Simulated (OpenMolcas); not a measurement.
Lines of P II: computed and rescaled rates

- Program: OpenMolcas 26.06
- Method: RASSCF
- Basis: ANO-RCC [8s7p5d4f2g]
- Scalar Hamiltonian: DKH2, point nucleus
- Active space: 2 electrons in 9 orbitals (RAS2 3p; RAS3 3d 4s, at most 1 electron)
- State averaging: 2S+1 = 3 even, 3 roots; 2S+1 = 1 even, 6 roots; 2S+1 = 3 odd, 18 roots; 2S+1 = 1 odd, 18 roots
- Spin-orbit coupling: state interaction with AMFI integrals over the reference wave functions, term energies averaged over their components

Rates come from the transition moments of the reference wave functions (E1 and E2 in the length form). At fixed line strength A goes as λ^-3 for E1 and M1 and as λ^-5 for E2, so a rate at the computed wavelength can be rescaled to the measured one. Measured vacuum wavelengths follow from level energies in NIST Handbook of Basic Atomic Spectroscopic Data. Branching counts decays inside the model space alone, at computed energies, and the table is only a selection of the E2 and M1 lines, drawn from those between levels with measured partners whose computed energy lies within a factor of 1.5 of the measured one.

| Upper | Lower | Type | λ computed (nm) | λ measured (nm) | A computed (s-1) | A rescaled (s-1) | Branching % |
| --- | --- | --- | --- | --- | --- | --- | --- |
| 3s2 3p2 1S0 | 3s2 3p2 1D2 | E2 | 597.9 | 787.8 | 7.16e+00 | 1.80e+00 | 96.7 |
| 3s2 3p2 1S0 | 3s2 3p2 3P1 | M1 | 354.7 | 467.1 | 2.34e-01 |  | 3.2 |
| 3s2 3p2 1D2 | 3s2 3p2 3P2 | M1 | 893.3 | 1189 | 1.76e-02 |  | 72.8 |
| 3s2 3p2 1D2 | 3s2 3p2 3P1 | M1 | 871.7 | 1147 | 6.32e-03 |  | 26.1 |
| 3s2 3p2 3P2 | 3s2 3p2 3P1 | M1 | 36100 | 32870 | 2.88e-04 | 3.82e-04 | 100.0 |
| 3s2 3p2 1D2 | 3s2 3p2 3P2 | E2 | 893.3 | 1189 | 2.27e-04 |  | 0.9 |
| 3s2 3p2 3P1 | 3s2 3p2 3P0 | M1 | 68630 | 60640 | 5.59e-05 | 8.10e-05 | 100.0 |

Spin-changing lines and M1 lines between different terms are not rescaled, since their strength hangs on the term gaps too.

The largest correction is for 3s2 3p2 1S0 → 3s2 3p2 1D2 (E2): 7.16e+00 × (597.9 / 787.8)^5 = 1.80e+00 s-1, a factor of 0.25.

No measured rate stands beside these. Rescaling mends the energy factor alone: line strengths can still be far off where a level mixes with configurations outside the active space, and weak or spin-changing lines hang on small mixing coefficients that depend on the term gaps too, so rescaling need not improve them.

Without dynamic correlation excited terms often stand tens of per cent too high (terms of higher spin than the ground term too low), and those without a measured partner can miss by more than the paired ones. With the s shell closed, the reference lacks s² → p² mixing. Measured partners are found by configuration, term and J. A level has none where our copy of the source lacks it or the pairing is in doubt (some pairs that miss far off the trend of their configuration count as doubtful). Only configurations of the active space appear.
